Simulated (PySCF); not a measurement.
Molecule: `c1(C(C)C)ncno1`, C5H8N2O.

Geometry (Å), atoms numbered from 1 in this order:
```xyz
16

C    -1.027    1.435    0.436
C    -0.746   -0.069    0.415
C    -1.480   -0.748   -0.744
C     0.715   -0.292    0.267
N     1.479    0.081   -0.719
C     2.699   -0.375   -0.343
N     2.695   -0.990    0.800
O     1.399   -0.943    1.212
H    -0.521    1.910    1.273
H    -0.674    1.887   -0.487
H    -2.095    1.610    0.531
H    -1.053   -0.519    1.364
H    -1.135   -0.336   -1.689
H    -2.550   -0.580   -0.653
H    -1.295   -1.820   -0.743
H     3.582   -0.241   -0.931
```

Frames of a GFN2-xTB Langevin trajectory at 400 K; GIAO PBE0/pcSseg-1 shieldings in PySCF, gas phase, non-relativistic; equivalent atoms averaged within each frame.

References, each an isolated molecule treated in the same way: ¹³C (σref 186.93), ¹H (σref 31.72) against TMS; NH3 for ¹⁵N (σref 267.73); H2O for ¹⁷O (σref 336.08). The references are static minima.

Q: How do the shifts (ppm) fluctuate along the trajectory?

A: 
| time (fs) | C4 | C6 | C2 | C1/C3 | N7 | N5 | O8 | H16 | H12 | H9/H10/H11/H13/H14/H15 |
| --- | --- | --- | --- | --- | --- | --- | --- | --- | --- | --- |
| 250 | 187.5 | 172.6 | 36.0 | 20.9 | 433.3 | 265.8 | 413.9 | 8.86 | 4.22 | 1.47 |
| 425 | 202.7 | 172.4 | 32.3 | 26.8 | 416.0 | 296.4 | 434.6 | 9.32 | 3.99 | 1.84 |
| 625 | 198.7 | 172.2 | 35.7 | 27.3 | 382.9 | 306.7 | 413.7 | 10.08 | 4.51 | 2.24 |
| 800 | 180.4 | 168.9 | 27.8 | 22.6 | 397.3 | 271.3 | 367.4 | 8.51 | 2.42 | 1.51 |
| 1000 | 199.0 | 159.3 | 31.8 | 24.6 | 373.5 | 276.1 | 428.2 | 8.10 | 3.63 | 1.75 |
| mean of frames | 193.7 | 169.1 | 32.7 | 24.5 | 400.6 | 283.3 | 411.5 | 8.97 | 3.75 | 1.76 |
| standard deviation | 9.4 | 5.7 | 3.3 | 2.7 | 24.3 | 17.5 | 26.3 | 0.77 | 0.82 | 0.31 |

5 frames give an uncertainty of the mean of about the standard deviation over 2.2 at best, since frames this close in time may not be independent; classical motion lacks zero-point vibration, and the reference would need the same averaging.
